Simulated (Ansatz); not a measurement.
```yaml
crystal:
  periodic: [false, false, false]
  atoms:
    - {symbol: O, position_ang: [-1.639180, -1.061538, -0.350305]}
    - {symbol: Ga, position_ang: [-0.071983, 0.034412, 0.573991]}
    - {symbol: O, position_ang: [0.464698, -0.151013, 2.208204]}
    - {symbol: S, position_ang: [1.304324, 0.682820, -1.206704]}
    - {symbol: H, position_ang: [-1.517911, -0.794724, -1.215096]}
    - {symbol: H, position_ang: [0.981525, 0.359779, 2.297883]}
    - {symbol: H, position_ang: [0.436250, 0.830461, -2.130595]}
basis:
  gaussian: {orbitals: STO-3G}
hamiltonian: {xc: {name: BHLYP}, dispersion: d3bjatm}
relax: {f_tol: 0.001, max_steps: 3}
output: {forces: true}
```

```sh
$ ansatz run in.yaml --threads 4 --pin off --events-out ev --progress --plain --max-ram 10444MiB
```

It prints (some lines left out):

```
Functional definition: BHLYP
488 factors; integrals over basis functions are off by at most 3.0e-5 eV
mean field evaluation 1: about -66310.0400 eV, gradient 2.8e2 eV
mean field evaluation 2: about -66310.2474 eV, gradient 1.6e2 eV
mean field evaluation 4: about -66539.2989 eV, gradient 6.3e1 eV
mean field evaluation 8: about -66558.3631 eV, gradient 5.8e-1 eV
mean field evaluation 16: about -66558.4056 eV, gradient 8.2e-3 eV
mean field -66558.40563472 eV, -2445.9762921681 hartree, gradient 3.9e-5 eV, S^2 0.000000; 0 other end points of the search recorded, 0 dependent functions left out
reference -66558.40575577 eV, -2445.9762966167 hartree; 33, 33 occupied and 7, 7 virtual orbitals, 488 factors
relax step   1: F+E_penalty+E_count = -66558.60333642 eV  Δ(F+E_penalty+E_count) = +0.000e0 eV  max|allowed force component| = 2.801e1 eV/Å  Δτ_max = 0.0000 Å  (38 SCF iters, accepted)
488 factors; integrals over basis functions are off by at most 3.6e-5 eV
mean field evaluation 32: about -66563.9124 eV, gradient 1.7e-5 eV
mean field -66563.91243926 eV, -2446.1786635024 hartree, gradient 1.7e-5 eV, S^2 0.000000; 0 other end points of the search recorded, 0 dependent functions left out
reference -66563.91255723 eV, -2446.1786678378 hartree; 33, 33 occupied and 7, 7 virtual orbitals, 488 factors
relax step   2: F+E_penalty+E_count = -66564.11636730 eV  Δ(F+E_penalty+E_count) = -5.513e0 eV  max|allowed force component| = 4.241e0 eV/Å  Δτ_max = 0.1995 Å  (43 SCF iters, accepted)
490 factors; integrals over basis functions are off by at most 4.4e-5 eV
mean field -66564.92688814 eV, -2446.2159438111 hartree, gradient 2.3e-5 eV, S^2 0.000000; 0 other end points of the search recorded, 0 dependent functions left out
reference -66564.92700442 eV, -2446.2159480843 hartree; 33, 33 occupied and 7, 7 virtual orbitals, 490 factors
relax step   3: F+E_penalty+E_count = -66565.13899933 eV  Δ(F+E_penalty+E_count) = -1.023e0 eV  max|allowed force component| = 2.013e0 eV/Å  Δτ_max = 0.1946 Å  (37 SCF iters, accepted)
Error: geometry relaxation did not converge after 3 steps: max|allowed force component| = 2.01e0 eV/Å (threshold 1.0e-3). Raise `relax.max_steps` over both its present limit and 3, loosen `relax.f_tol`, or start from a geometry closer to equilibrium. Where this run's directory can be resumed (`checkpoint.write`), a resume goes on for up to `relax.max_steps` more
```

In this input the relaxation is allowed too few steps for its threshold. The run did not converge.
